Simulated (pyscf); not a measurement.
Structures and frequencies: ωB97X-D3(BJ)/def2-SVP in PySCF. Correlated levels are frozen-core, on RHF or UHF. ΔMP2 is the change of the MP2 total energy from the triple- to the quadruple-zeta basis.

**Question.** Estimate by transition-state theory (the high-pressure limit) the rate constant of [O=Si–OH]• (SMILES O=[Si]O) -> [O–SiH=O]• (SMILES [O][SiH]=O) (doublet surface; H–O broken, H–Si formed) at 600 K, with CCSD(T)/def2-TZVPP + ΔMP2(QZVPP) energies (ideal gas, 1 atm, RRHO with modes under 100 cm⁻¹ raised to 100, one conformer, R ln 2 for chiral ones without a mode under 150 cm⁻¹; no tunnelling).

**Answer.** The electronic barrier is 48.9 kcal/mol and the thermal terms add -3.0, so ΔG‡ = 46.0 kcal/mol. With k_BT/h = 1.25e+13 s⁻¹ and RT = 1.192 kcal/mol, k = 2.2e-04 s⁻¹; so small a molecule is far into fall-off at 1 atm, where the true rate is lower. Wigner's tunnelling factor for 1391i cm⁻¹ would be 1.46, likely too low at so high a frequency. A shift of 1 kcal/mol in the barrier changes k by a factor 2.3. This is the saddle that the search found; another between the same sides may lie lower. The CCSD(T) − MP2 part came from Ansatz, without density fitting, on the same reference.
